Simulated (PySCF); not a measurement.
# Potential energy of TlIn along the bond

Set-up: basis Tl cc-pVDZ-PP with ECP60, In cc-pVDZ-PP with ECP28; scalar-relativistic core potentials; PySCF 2.14. Energies in eV from Tl + In in their ground configurations at the same level. State: ³Π (triplet), unpaired electrons σ ↑, π ↑.

All columns are PBE0. A positive dipole means Tl(−)In(+).

```csv
R (Å),E (eV),μ (D),Mulliken charge on Tl (basis-dependent),HOMO (eV),LUMO (eV),Mayer bond order,⟨S²⟩
2.669,-0.836,-0.23,0.00,-4.21,-2.90,1.24,2.01
2.794,-1.059,-0.30,0.00,-4.20,-2.78,1.20,2.01
2.918,-1.177,-0.36,0.01,-4.07,-2.67,1.16,2.01
3.011,-1.217,-0.41,0.01,-3.99,-2.59,1.14,2.01
3.104,-1.227,-0.45,0.02,-3.91,-2.53,1.12,2.01
3.197,-1.214,-0.49,0.02,-3.83,-2.47,1.10,2.00
3.321,-1.173,-0.54,0.03,-3.74,-2.39,1.09,2.00
3.477,-1.095,-0.59,0.03,-3.64,-2.32,1.07,2.00
3.663,-0.980,-0.64,0.03,-3.54,-2.24,1.05,2.00
3.911,-0.811,-0.68,0.03,-3.43,-2.16,1.03,2.00
```

A fit through these points gives, at Re = 3.095 Å, μ = -0.45 D and dμ/dR = -0.452 D/Å; the reduced mass is 73.63 u.

How strong is the fundamental in the double-harmonic approximation, I = 42.26·(dμ/dR)²/μred km/mol?

I = 42.26·(-0.452)²/73.63 = 0.117 km/mol at PBE0.

Spin–orbit coupling is left out, which matters for elements this heavy, above all for dissociation energies. The state was picked by a PBE0 search and need not be the measured ground state.
